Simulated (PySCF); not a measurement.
## Polarisability and C₆ of Nb (niobium, neutral)

[Kr] 4d4 5s1, high-spin 6D determinant. Computed with PySCF 2.14 in aug-cc-pVTZ-PP with one added diffuse shell each of s, p, d, f, g type with ECP28MDF (7s7p6d4f3g, 113 functions), with a scalar-relativistic core potential. Coupled (time-dependent) response in atomic units; α is the mean over directions.

```json
{"method": "UHF", "mean α (bohr³)": "132.2", "α xx, yy, zz": "131.6, 131.6, 133.5", "C₆ (like pair)": "1610", "S(−4)": "11490"}
{"method": "PBE", "mean α (bohr³)": "92.65", "α xx, yy, zz": "90.24, 90.24, 97.47", "C₆ (like pair)": "1044", "S(−4)": "5223"}
{"method": "PBE0", "mean α (bohr³)": "96.94", "α xx, yy, zz": "95.22, 95.22, 100.4", "C₆ (like pair)": "1101", "S(−4)": "5584"}
```

S(−4) is the Cauchy moment in α(ω) = α(0) + S(−4) ω² + …

Reference α: 98 ± 8 bohr³ (recommended; Schwerdtfeger and Nagle, table of static dipole polarizabilities (2023 update)). Published C₆: 1140 (Gould and Bucko (2016)).

Spin-orbit coupling is absent.

Hartree-Fock lies above the reference because it lacks correlation, which contracts the outer shell.

α(iu) at UHF:

```tsv
u (hartree)	α(iu) (bohr³)
0	132.2
0.0500	109.3
0.100	74.36
0.200	37.50
0.300	23.61
0.500	13.07
0.750	8.072
1.00	5.648
1.50	3.284
2.00	2.150
3.00	1.115
5.00	0.4483
```

A single London oscillator, α(iu) = α/(1 + u²/ω²), gives C₆ = (3/4) ω α². Matching the computed C₆ needs ω = 4 × 1610 / (3 × 132.2²) = 0.123 hartree.

The components differ because the open shell of this determinant is not spherical; for a pure term their mean is the scalar polarisability.

Energies and moments cover only the electrons outside the core potential.
